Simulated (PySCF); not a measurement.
Open-shell species derived from `CC#CC1=CCC(Cl)=C1`. All by UKS B3LYP (pcH-1 on C Cl H) in PySCF, non-relativistic with spin–orbit coupling as a perturbation, on GFN2-xTB geometries; isolated species, one conformer each; SCF stability not tested; the geometry of CC#CC1=CC[C](Cl)C1 has an imaginary frequency at that level. Couplings are magnitudes for isotopes of over 50 % abundance, averaged over nuclei equivalent by connectivity (but not across a short bond from an atom whose three angles sum to over 350°); populations are Mulliken's. A GFN2-xTB geometry isn't a minimum of the functional, and hyperfine couplings can be far from their values at a DFT geometry.

```json
{"species": "CC#CC1=CC[C](Cl)C1", "change": "H added to sp2 C", "⟨S²⟩": "0.754", "g1": "2.0015", "g2": "2.0064", "g3": "2.0079", "largest spin population on": "carbon bonded to 2 C and Cl (0.90)", "largest couplings": "2 × 1H 100 MHz, 2 × 1H 97 MHz, 1 × 35Cl 7 MHz, 1 × 1H 2 MHz"}
{"species": "CC#C[C]1C=C(Cl)CC1", "change": "H added to sp2 C", "⟨S²⟩": "0.779", "g1": "2.0018", "g2": "2.0051", "g3": "2.0052", "largest spin population on": "carbon bonded to 3 C (0.53)", "largest couplings": "2 × 1H 55 MHz, 2 × 1H 53 MHz, 3 × 1H 28 MHz, 1 × 1H 10 MHz, and 1 smaller"}
{"species": "CC#CC1=C[CH]C(Cl)=C1", "change": "H removed from sp3 C", "⟨S²⟩": "0.770", "g1": "2.0019", "g2": "2.0051", "g3": "2.0066", "largest spin population on": "carbon bonded to 3 C (0.42)", "largest couplings": "3 × 1H 27 MHz, 1 × 1H 9 MHz, 1 × 1H 7 MHz, 1 × 1H 7 MHz, and 1 smaller"}
```

Problem. Predict the same entries for `ClC1CC=C(C#CC)[C]=1` [radical] (H removed from sp2 C).

Solution. ⟨S²⟩: 0.761; g1: 2.0003; g2: 2.0021; g3: 2.0027; largest spin population on: carbon bonded to 2 C (1.04); largest couplings: 1 × 1H 14 MHz, 1 × 35Cl 5 MHz. The Mulliken spin populations are largest on C9 (+1.04), C7 (-0.13) and C6 (+0.06). C9 is the only atom above +0.15. The positive populations add up to 1.18 and the negative ones to -0.18, together 2S = 1. (Numbering: [CH3:1][C:2]#[C:3][C:4]1=[CH:5][CH2:6][C:7]([Cl:8])=[C:9]1 (hydrogens: H10, H11, H12 on C1; H13 on C5; H14, H15 on C6).)

Problem. Which has the highest and which the lowest g_iso, and which the widest g anisotropy?

Solution. Highest: CC#CC1=CC[C](Cl)C1 (2.0053, largest spin population on carbon bonded to 2 C and Cl). Lowest: CC#CC1=CCC(Cl)=[C]1 (2.0017, largest spin population on carbon bonded to 2 C). Widest: CC#CC1=CC[C](Cl)C1, g3 − g1 = 0.0063, which alone would spread the powder pattern at 94 GHz over 10.6 mT.

Problem. How many first-order lines does each doublet give under fast tumbling, over what width, and where is its centre at 9.5 GHz?

Solution. 
```csv
species,lines,width (mT),centre (mT)
CC#CC1=CCC(Cl)=[C]1,8,1.0,339.09
CC#CC1=CC[C](Cl)C1,72,14.8,338.48
CC#C[C]1C=C(Cl)CC1,288,11.4,338.69
CC#CC1=C[CH]C(Cl)=C1,128,4.2,338.61
```

Splittings under 0.05 mT aren't counted.

Means can hide wide spreads in the frozen geometry: CC#CC1=C[CH]C(Cl)=C1, 3 × 1H from 10 to 50 MHz (mean 27); CC#C[C]1C=C(Cl)CC1, 3 × 1H from 5 to 46 MHz (mean 28). The drawing needn't show where the spin sits: the atom drawn as the radical centre holds a spin population of 0.53 in CC#C[C]1C=C(Cl)CC1 and 0.10 in CC#CC1=C[CH]C(Cl)=C1.
